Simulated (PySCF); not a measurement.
Compound: CH₃Cl₃SSi.
Atom-mapped SMILES: `[SH:1][SiH2:2][C:3]([Cl:4])([Cl:5])[Cl:6]` (hydrogens: H7 on S1; H8, H9 on Si2)

Method: PBE0-D3(BJ)/def2-SVP geometry optimisation, gas phase in PySCF.

Q: What internal coordinates does the optimisation give?

A: 
| bond | length (pm) | order |
| --- | --- | --- |
| S1–Si2 | 212.9 | single |
| Si2–C3 | 192.3 | single |
| C3–Cl4, C3–Cl5 | 178.4 | single |
| C3–Cl6 | 177.1 | single |
| S1–H7 | 135.2 | single |
| Si2–H8, Si2–H9 | 148.7 | single |

Bonds in one row agree within 1 pm and their mean is given. Orders are formal, as drawn. A selection of angles:
| angle | degrees |
| --- | --- |
| Si2–S1–H7 | 93.7 |
| S1–Si2–C3 | 111.0 |
| S1–Si2–H8 | 113.0 |
| S1–Si2–H9 | 107.0 |
| C3–Si2–H8 | 105.4 |
| C3–Si2–H9 | 107.8 |
| H8–Si2–H9 | 112.7 |
| Si2–C3–Cl4 | 107.3 |
| Si2–C3–Cl5 | 108.6 |
| Si2–C3–Cl6 | 110.9 |
| Cl4–C3–Cl5 | 109.6 |

Dihedral angles: S1–Si2–C3–Cl4 180° (antiperiplanar); H7–S1–Si2–C3 -64° (synclinal). The mirror-image conformer, all signs reversed, is as good.

Si2 (SiH2 silicon) is distorted tetrahedral (angles from 105.4° to 113.0°).

No frequency check. One conformer, not necessarily the lowest (H–S1–Si2–C3 -64°).
